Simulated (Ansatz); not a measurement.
C₃H₉FSi (`C[Si](C)(C)F`), relaxed with RKS PBE-D4/def2-SVP in Ansatz from a rough embedded geometry. The force threshold is 0.03 eV/Å; the program also tests the step.

Total charge 0; spin multiplicity 1.

Start:

```xyz
14

C    -1.327   -0.913    0.604
Si    0.132   -0.314   -0.273
C    -0.282    1.189   -1.230
C     1.577    0.015    0.852
F     0.630   -1.447   -1.311
H    -2.176   -1.195   -0.116
H    -1.729   -0.229    1.311
H    -1.108   -1.889    1.104
H    -1.098    1.040   -2.001
H     0.590    1.587   -1.809
H    -0.627    2.032   -0.593
H     1.261    0.768    1.623
H     2.396    0.286    0.389
H     1.761   -0.931    1.449
```

Question: By how much does the energy fall, and how many steps does the optimiser take? (Best estimate.)

Answer: The calculation gave: 57.53 kJ/mol, in 3 steps.

Question: Which bonds change most? (Best estimate.)

Answer: The calculation gave: C4–H13 from 0.978 to 1.109 Å; C1–Si2 from 1.805 to 1.879 Å; Si2–C3 from 1.830 to 1.879 Å; C1–H7 from 1.062 to 1.110 Å.

Question: Give the relaxed structure. (Best estimate.)

Answer: Ansatz gave: 
```xyz
14

C    -1.383   -0.977    0.606
Si    0.130   -0.300   -0.281
C    -0.280    1.239   -1.277
C     1.555   -0.006    0.908
F     0.621   -1.460   -1.356
H    -2.199   -1.200   -0.112
H    -1.772   -0.249    1.348
H    -1.141   -1.916    1.146
H    -1.087    1.035   -2.010
H     0.606    1.600   -1.840
H    -0.621    2.063   -0.616
H     1.294    0.770    1.658
H     2.464    0.335    0.370
H     1.814   -0.935    1.456
```
